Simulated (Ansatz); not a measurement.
## Energy profile

The step: InCl + HCl → InCl + HCl; bonds formed: In1–Cl4, Cl2–H3; bonds broken: In1–Cl2, H3–Cl4 (atoms numbered as in the saddle structure below).

```
4
angstrom
In 1.5362 0.4278 -0.7527
Cl -1.0091 -0.4671 -1.1627
H -0.6740 -0.1877 0.3298
Cl 0.1470 0.2270 1.5857
```

Electronic energies by CCSD(T) at an estimated basis limit (MP2 extrapolated from triple and quadruple zeta, plus CCSD(T) − MP2 in triple zeta), on PBE0-D4/def2-TZVP structures; InHCl2, closed shell; no counterpoise correction. Program: Ansatz 0.2.0. Basis: def2-TZVPP and def2-QZVPP. Cores are frozen in the correlated methods. Filled d shells of the heavier atoms are correlated. Core potentials replace the inner electrons of the atoms past krypton. The def2 sets are not built for correlating such inner shells, so the correlated values are less sure here. Extrapolation: Hartree–Fock as exp(−7.88 √X), correlation as X^−2.97.

Give the profile in eV, counted from the separated reactants. (To be estimated.)

Computed:
| point | eV |
| --- | --- |
| separated: InCl (linked as [Cl][In]; In1, Cl2; singlet) + HCl (H3, Cl4; singlet) | 0.000 |
| start structure | -0.285 |
| saddle | -0.108 |
| end structure | -0.285 |
| separated: InCl (linked as [Cl][In]; In1, Cl4; singlet) + HCl (Cl2, H3; singlet) | 0.000 |
The saddle lies below the separated reactants: the barrier is submerged.

T1 diagnostic: at most 0.015.

For scale, one of the runs: CCSD(T)/def2-TZVPP, 148 basis functions, launched by `ansatz run in.yaml --threads 2 --pin off --events-out ev --progress --plain --max-ram 4352MiB`. Time: 31 s of wall clock on 2 CPU threads of an Arm Neoverse V2; the host was shared. Peak host memory: 0.98 GiB.
